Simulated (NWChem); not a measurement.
CH5ClOSi; SMILES [Si@H](Cl)(O)C

```xyz
9

C     -1.4353    -1.2645     0.2402
Si     0.1009    -0.4198    -0.3854
O      1.4932    -1.0315     0.2711
Cl    -0.0693     1.5999     0.0844
H     -1.5664    -1.1042     1.3216
H     -1.3803    -2.3485     0.0527
H     -2.3272    -0.8687    -0.2696
H      0.2694    -0.5418    -1.8524
H      1.6238    -0.9316     1.2187
```
Atoms are numbered in this order, from 1.

Structure relaxed at the PBE0/def2-SVP level.

Task: Give the principal values of the shielding tensors (ppm) of C1, Si2, O3, Cl4 from PBE0/pcSseg-1, GIAO (NWChem), with their diamagnetic and paramagnetic parts as GIAO splits them.

Result: 
```json
[
 {"atom": "C1", "σ11": "168.9", "σ22": "176.3", "σ33": "191.3", "isotropic": "178.9", "diamagnetic": "256.5", "paramagnetic": "-77.6"},
 {"atom": "Si2", "σ11": "310.1", "σ22": "341.4", "σ33": "371.7", "isotropic": "341.1", "diamagnetic": "880.0", "paramagnetic": "-539.0"},
 {"atom": "O3", "σ11": "238.2", "σ22": "270.2", "σ33": "298.4", "isotropic": "269.0", "diamagnetic": "390.5", "paramagnetic": "-121.5"},
 {"atom": "Cl4", "σ11": "742.7", "σ22": "897.9", "σ33": "1004.0", "isotropic": "881.5", "diamagnetic": "1148.8", "paramagnetic": "-267.3"}
]
```
